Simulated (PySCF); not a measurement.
Isomers of CH7NOSi. Method used: PySCF, PBE0-D3(BJ)/def2-SVP geometry optimisation, gas phase. Energies are electronic, without zero-point or thermal terms, for one conformer each. No frequencies were run at this level. Point groups hold within 0.08 Å.

**Question.** Rank from lowest to highest electronic energy at this level (kJ/mol).
A. `[NH2:1][CH2:2][SiH2:3][OH:4]` with H–N1–C2–Si3 -80° and 162°, N1–C2–Si3–O4 -34°, C2–Si3–O4–H 17°
B. `[CH3:1][NH:2][SiH2:3][OH:4]` with C1–N2–Si3–O4 88°, N2–Si3–O4–H -66°

**Answer.** B (0.0), A (60.4).

As drawn, the higher has an Si–C bond, which the lower lacks.

```
   SMILES      E (Eh)  E rel (kJ/mol)  dipole (D)  point group      A, B, C (MHz)
CN[SiH2]O  -461.30740             0.0        2.16           C1  13500, 3210, 2933
NC[SiH2]O  -461.28439            60.4        3.47           C1   9278, 4402, 3311
```
